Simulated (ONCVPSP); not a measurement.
**Transferability test, ONCV potential for manganese**

| Property | Result |
| --- | --- |
| Element | manganese (Mn) |
| Generator | ONCVPSP 4.0.1 |
| Type | optimised norm-conserving Vanderbilt (ONCV) |
| Functional | revPBE |
| Relativity | scalar-relativistic |
| Frozen core | [Ne] |
| Valence charge | 15 |
| Reference configuration | 3s2 3p6 3d5 4s1.5 (charge +0.5) |
| Partial waves | 3s+4s: rc 1.65 bohr, ncon 3, nbas 8, qcut 5.7 1/bohr, 2 projectors; 3p: rc 1.10 bohr, ncon 4, nbas 8, qcut 13.4 1/bohr, 2 projectors, debl 1.4 Ha; 3d: rc 1.70 bohr, ncon 4, nbas 8, qcut 11 1/bohr, 2 projectors, debl 0.8 Ha |
| Local potential | polynomial inside 1.05 bohr (lpopt 5, dvloc0 1 Ha) |
| Core correction | none |

In the p channel the program set the typed energies aside and used -2.150, 0.250 Ha.

Energies are relative to the spin-unpolarised reference configuration 3s2 3p6 3d5 4s1.5; without spin polarisation the order of configurations can differ from experiment.

```tsv
valence configuration	charge	ΔE all-electron (eV)	error AE − PS (meV)
3s2 3p6 3d5 4s2	0	-3.326	+0.4
3s2 3p6 3d5 4s0	+2	20.446	+2.1
```

Problem. What are ΔE and the potential's error for 3s2 3p6 3d5 4s1?

Solution. ΔE = 5.004 eV all-electron; the error (AE − PS) is 0.0 meV.

Problem. What are ΔE and the potential's error for 3s2 3p6 3d6 4s0?

Solution. ΔE = 3.361 eV all-electron; the error (AE − PS) is +30 meV.

Levels in the configuration 3s2 3p6 3d5 4s0:

| level | all-electron (eV) | pseudo (eV) |
| --- | --- | --- |
| 3s | -103.698 | -103.731 |
| 3p | -72.376 | -72.400 |
| 3d | -24.205 | -24.230 |
